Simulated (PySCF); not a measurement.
Species: MoSCl4 (singlet state).
Structure used (PBE0-D3(BJ)/def2-SVP), in Å, numbered top down from 1:
```
atom  x, y, z in Å
Mo1    0.000    0.000    0.032
S2     0.002   -0.011    2.092
Cl3    2.217    0.008   -0.536
Cl4   -0.006    2.223   -0.516
Cl5   -2.218   -0.004   -0.533
Cl6    0.006   -2.217   -0.539
```

Theory: PySCF 2.14.0, PBE0-D3(BJ)/def2-SVP geometry optimisation, gas phase, def2 core potentials past Kr.

Q: Which atoms are bound to Mo1, and at what distances?

A: 5 atoms: S2 2.060 Å, Cl3 2.289 Å, Cl5 2.289 Å, Cl6 2.289 Å, Cl4 2.289 Å.

Q: List the angles at Mo1.

A: 
| angle | degrees | distance of the outer atoms (Å) |
| --- | --- | --- |
| Cl4–Mo1–Cl6 | 151.7 | 4.44 |
| Cl3–Mo1–Cl5 | 151.3 | 4.43 |
| S2–Mo1–Cl5 | 104.4 | 3.44 |
| S2–Mo1–Cl3 | 104.3 | 3.44 |
| S2–Mo1–Cl6 | 104.2 | 3.43 |
| S2–Mo1–Cl4 | 104.1 | 3.43 |
| Cl4–Mo1–Cl5 | 86.5 | 3.14 |
| Cl3–Mo1–Cl4 | 86.5 | 3.14 |
| Cl5–Mo1–Cl6 | 86.5 | 3.14 |
| Cl3–Mo1–Cl6 | 86.5 | 3.14 |

Q: What is the shape at Mo1?

A: Square pyramidal: τ5 = (β − α)/60° = 0.01 from the two widest angles, 151.7° and 151.3° (0 for a square pyramid, 1 for a trigonal bipyramid).

Q: What are the rotational constants (commonest isotopes, rigid rotor)?

A: A = 965.8, B = 964.5, C = 734.1 MHz: an oblate symmetric top.

Point group: C4v (tolerance 0.08 Å). Charge 0, singlet. Not checked by PBE0-D3(BJ)/def2-SVP frequencies.
